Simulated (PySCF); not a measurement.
PySCF input file for C3H9GeN, SMILES C=[CH][GeH2][NH]C, PBE/pcSseg-1. The structure is a stationary point at PBE0-D3(BJ)/def2-SVP. This is a generated structure with no PubChem entry under its InChIKey; it may be hypothetical. Other conformers were not sampled.

```python
import numpy as np
from pyscf import gto, scf, dft
from pyscf.prop.nmr import rks as nmr

mol = gto.M(
    atom='''
    C     2.60094243    0.95888550    0.24985240
    C     1.75764993   -0.06118085    0.43196299
    Ge    0.03622520   -0.16945799   -0.44808138
    N    -1.27240456    0.04622169    0.82374215
    C    -2.66148910   -0.13570906    0.47652923
    H     2.35771016    1.79985097   -0.40944342
    H     3.57533502    1.00448536    0.74985253
    H     2.05769934   -0.87823932    1.10074256
    H    -0.09896370   -1.52478800   -1.19516501
    H    -0.10542752    0.97818350   -1.46781981
    H    -1.03575704   -0.36313483    1.72235441
    H    -2.90472107    0.45521659   -0.42231681
    H    -3.31776219    0.23846287    1.28038956
    H    -2.96310698   -1.18290708    0.26374767
    ''',
    basis='pcSseg-1',
    charge=0,
    spin=0,
    max_memory=1600,
    verbose=3,
)
mf = dft.RKS(mol, xc='pbe')
mf.grids.level = 3
mf.conv_tol = 1e-10
mf.max_cycle = 100
mf.kernel()
n = nmr.NMR(mf)
n.verbose = 2
n.max_cycle_cphf = 60
sigma = n.kernel()
print('atom   isotropic/ppm   span/ppm')
for i, s in enumerate(sigma):
    w = np.linalg.eigvalsh((s + s.T) / 2)
    print(f'{mol.atom_symbol(i):2s}{i + 1:3d} {w.mean():14.3f} {w[2] - w[0]:11.3f}')
```

Program output:

```
converged SCF energy = -2250.67192292467
atom   isotropic/ppm   span/ppm
C   1         37.890     230.922
C   2         38.823     240.107
Ge  3       1328.545     221.842
N   4        243.532      85.335
C   5        144.634      65.534
H   6         25.019       8.628
H   7         24.839       6.842
H   8         24.717       5.259
H   9         25.843      16.470
H  10         26.520      15.771
H  11         32.049      20.307
H  12         28.759      10.515
H  13         28.262      12.125
H  14         28.329      12.504
```

Self-consistency was reached.
